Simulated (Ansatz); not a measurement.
PBE exchange is replaced step by step with exact exchange (0 % is PBE, 25 % PBE0; no dispersion term), basis def2-TZVPD, Ansatz. System: ZrO₂⁻ (the lowest doublet isomer of a short search). Total charge -1; doublet. Geometry: PBE-D4/def2-TZVPD, each spin state at its own.

Geometry of the doublet:

Cartesian coordinates in Å:
```
Zr -0.179 0.673 -0.134
O 1.240 -0.213 -0.847
O -1.061 -0.460 0.981
```

In the def2 sets Zr takes a core potential; there is no spin–orbit coupling. At PBE-D4/def2-TZVPD, PBE with 5 % exact exchange/def2-TZVPD, PBE with 10 % exact exchange/def2-TZVPD, PBE with 15 % exact exchange/def2-TZVPD the highest occupied level of the charge -1 doublet lies above zero (up to 0.46 eV). By energy differences its removal costs 1.68 eV (vertical, to the charge 0 singlet, at PBE-D4/def2-TZVPD); a positive level beside a positive removal energy at the same level points to self-interaction error. At PBE-D4/def2-TZVPD, PBE with 5 % exact exchange/def2-TZVPD, PBE with 10 % exact exchange/def2-TZVPD, PBE with 15 % exact exchange/def2-TZVPD and others the highest occupied level of the charge -1 quartet lies above zero (up to 1.55 eV). It is a level of α spin, whose loss leaves a triplet; that state wasn't run at this geometry and level. The electron is either unbound and held by the finite basis, or the level is raised by self-interaction error. The structure comes from a short search, and lower isomers may exist.

HOMO and LUMO are taken over both spins.

```tsv
exact exchange (%)	HOMO (eV)	LUMO (eV)	gap (eV)	⟨S²⟩	quartet − doublet (kJ/mol)
5	0.32	1.56	1.23	0.754	265.3
10	0.18	1.68	1.50	0.754	265.8
15	0.03	1.80	1.77	0.754	266.2
25	-0.26	2.05	2.31	0.754	266.1
35	-0.55	2.28	2.83	0.754	265.2
50	-0.99	2.62	3.62	0.753	262.1
```

Task: Estimate the row for 0 %.

Result: 
```
exact exchange (%)  HOMO (eV)  LUMO (eV)  gap (eV)   ⟨S²⟩  quartet − doublet (kJ/mol)
                 0       0.46       1.43      0.96  0.754                       264.5
```
